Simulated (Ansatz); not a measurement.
C3H5AlF2, SMILES `[F][Al]([F])[CH]1CC1`, relaxed with RKS PBE0-D4/def2-TZVP in Ansatz 0.2.0 from a PBE-D4/def2-SVP geometry. The force threshold is 0.005 eV/Å; the program also tests the step.

Total charge 0; spin multiplicity 1.

Start:

```xyz
11

F    -1.534    2.173   -0.601
Al   -1.766    0.606   -0.061
F    -3.346    0.133    0.216
C    -0.240   -0.534    0.204
C     1.091    0.056    0.683
C     0.973   -0.428   -0.727
H    -0.446   -1.555    0.572
H     1.158    1.143    0.857
H     1.677   -0.545    1.396
H     1.476   -1.370   -1.002
H     0.958    0.320   -1.537
```

By how much does the energy fall, and how many steps does the optimiser take? (An estimate is asked.)

Ansatz gave: 6.20 kJ/mol, in 5 steps, 1 of them rejected.

Which bonds change most? (An estimate is asked.)

Ansatz gave: Al2–F3 from 1.672 to 1.643 Å; F1–Al2 from 1.674 to 1.646 Å; C6–H11 from 1.102 to 1.084 Å; C5–H8 from 1.102 to 1.084 Å.

Give the relaxed structure. (Best estimate.)

Computed: 
```xyz
11

F    -1.533    2.147   -0.596
Al   -1.753    0.606   -0.062
F    -3.301    0.131    0.219
C    -0.241   -0.525    0.199
C     1.082    0.055    0.676
C     0.966   -0.424   -0.720
H    -0.437   -1.530    0.560
H     1.150    1.123    0.846
H     1.652   -0.542    1.376
H     1.458   -1.353   -0.984
H     0.956    0.313   -1.515
```
